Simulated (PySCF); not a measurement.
C$_{4}$H$_{13}$OSi$_{2}$, doublet, at a GFN2-xTB geometry; PySCF with DF-SVWN5/6-31G**.

Here is a job for PySCF.
```python
from pyscf import gto, scf, dft

mol = gto.M(
    atom='''
C     2.54429434   -1.15565672    0.38551541
Si    1.60568653    0.50154320    0.29390979
C     1.73387095    1.29576066   -1.43611622
O     0.02749470    0.21813221    0.61135266
Si   -1.42838258   -0.47349254    0.40248862
C    -2.73137060    0.81130966    0.89853383
C    -1.65077303   -0.99566754   -1.41222267
H     3.60293208   -1.02459373    0.18627670
H     2.44145708   -1.61798270    1.36210547
H     2.14578134   -1.85133861   -0.35197875
H     1.16267836    2.21693490   -1.49629716
H     1.34278761    0.61356825   -2.18993049
H     2.76356988    1.52338513   -1.69225210
H    -1.44085649   -1.64656379    1.28606542
H    -3.73075146    0.39130508    0.84458624
H    -2.70420642    1.68348133    0.25123265
H    -2.57202969    1.15494265    1.91573436
H    -2.61675193   -1.46414242   -1.57349805
H    -1.58480444   -0.14274385   -2.08301828
H    -0.88814898   -1.70849586   -1.71368738
''',
    basis='6-31g**',
    spin=1,
    verbose=5,
)

mf = dft.UKS(mol)
mf.xc = 'lda,vwn'
mf = mf.density_fit(auxbasis='def2-universal-jkfit')
mf.kernel()
```

The log (banner, timings and long lists left out):

```
PySCF version 2.14.0

[INPUT] verbose = 5
[INPUT] max_memory = 4000
[INPUT] num. atoms = 20
[INPUT] num. electrons = 73
[INPUT] charge = 0
[INPUT] spin (= nelec alpha-beta = 2S) = 1
[INPUT] symmetry False subgroup None
[INPUT] Mole.unit = angstrom
[INPUT] Symbol           X                Y                Z      unit          X                Y                Z       unit  Magmom
[...]
[INPUT] ---------------- BASIS SET ----------------
[INPUT] l, kappa, [nprim/nctr], expnt,             c_1 c_2 ...
[INPUT] C
[...]
                                457.36951         0.0140373
                                103.94869         0.0688426
                                29.210155         0.2321844
                                9.286663          0.4679413
                                3.163927          0.362312
[...]
                                1.8812885         -0.1608542
                                0.5442493         1.1434564
[...]
                                1.8812885         0.316424
                                0.5442493         0.7443083
[...]
[INPUT] H
[...]
                                2.8253937         0.23472695
                                0.6401217         0.81375733
[...]
[INPUT] Si
[...]
                                2425.58           0.0149288
                                553.867           0.0728478
                                156.34            0.24613
                                50.0683           0.485914
                                17.0178           0.325002
[...]
                                69.8731           -0.0357146
                                22.3363           -0.114985
                                8.15039           0.0935634
                                3.13458           0.603017
                                1.22543           0.418959
[...]
                                0.572922          0.00431572
                                0.222192          1.09818
[...]
                                69.8731           0.0326679
                                22.3363           0.134721
                                8.15039           0.328678
                                3.13458           0.44964
                                1.22543           0.261372
[...]
                                0.572922          0.253539
                                0.222192          0.800669
[...]
[INPUT] O
[...]
                                825.23495         0.0139501
[...]
  5.97377262e-02  6.93366683e-02  9.92160778e-02  1.07100144e-01
  1.10883455e-01  1.14527301e-01  1.20085073e-01  1.25962664e-01
  1.35890803e-01  1.41141509e-01  1.42563056e-01  1.44673184e-01
  1.54603725e-01  1.57783212e-01  1.71495319e-01  1.85636986e-01
  2.37305156e-01  2.46306906e-01  2.84309363e-01  3.04995319e-01
  3.11317694e-01  3.21027122e-01  3.38131056e-01  4.09347333e-01
  4.29519623e-01  4.39146330e-01  4.66035382e-01  5.19392943e-01
  5.41114222e-01  5.54126247e-01  5.83609986e-01  6.09278825e-01
  6.20459700e-01  6.55291853e-01  6.66785508e-01  6.74980010e-01
  6.82758300e-01  6.97275712e-01  7.07879223e-01  7.15823757e-01
  7.17368172e-01  7.43229769e-01  7.93172483e-01  8.01096425e-01
  8.15492278e-01  8.21730806e-01  8.38755676e-01  8.42864625e-01
  8.44417752e-01  8.47858177e-01  8.62014038e-01  8.65004333e-01
  8.75226710e-01  9.19170411e-01  9.21695698e-01  9.47827079e-01
  9.67984566e-01  1.01262024e+00  1.10002964e+00  1.11569409e+00
  1.13059712e+00  1.16950609e+00  1.18259967e+00  1.22027385e+00
  1.24461888e+00  1.37971000e+00  1.38369573e+00  1.38827793e+00
  1.39555048e+00  1.40459530e+00  1.43648413e+00  1.47124283e+00
  1.49568674e+00  1.56260545e+00  1.62171299e+00  1.74691463e+00
  1.76877992e+00  1.91695622e+00  1.96097093e+00  1.96687581e+00
  1.98270003e+00  1.98353937e+00  1.98414431e+00  1.98668274e+00
  2.01681407e+00  2.02248041e+00  2.03273403e+00  2.03832491e+00
  2.04265735e+00  2.04996177e+00  2.05722957e+00  2.06811210e+00
  2.07877837e+00  2.08050876e+00  2.13298627e+00  2.15568962e+00
  2.23316274e+00  2.25529460e+00  2.26130125e+00  2.26640945e+00
  2.26904301e+00  2.29033618e+00  2.29210492e+00  2.31226611e+00
  2.37129313e+00  2.58927463e+00  2.59482622e+00  2.61980150e+00
  2.62978966e+00  2.65155217e+00  2.72866497e+00  2.75095997e+00
  2.75146127e+00  2.75554814e+00  2.76027257e+00  2.77354310e+00
  2.77503316e+00  2.78017821e+00  2.82344138e+00  3.12844588e+00
  3.13593261e+00  3.14305059e+00  3.14433858e+00  3.35729278e+00
  3.36425454e+00  3.36986116e+00  3.37256386e+00  3.37573148e+00
  3.37850540e+00  3.38309306e+00  3.39535572e+00]
multiplicity <S^2> = 0.75081551  2S+1 = 2.0008153
nelec by numeric integration = [36.99998283 35.9999844 ]
E1 = -2037.8394240850414  E2 = 766.6444467577949  Ecoul = 839.2921796336233  Exc = -72.64773287582838
Extra cycle  E= -810.100338693854  delta_E= 7.69e-10  |g|= 4.59e-05  |ddm|= 7e-05
converged SCF energy = -810.100338693854  <S^2> = 0.75081551  2S+1 = 2.0008153
```
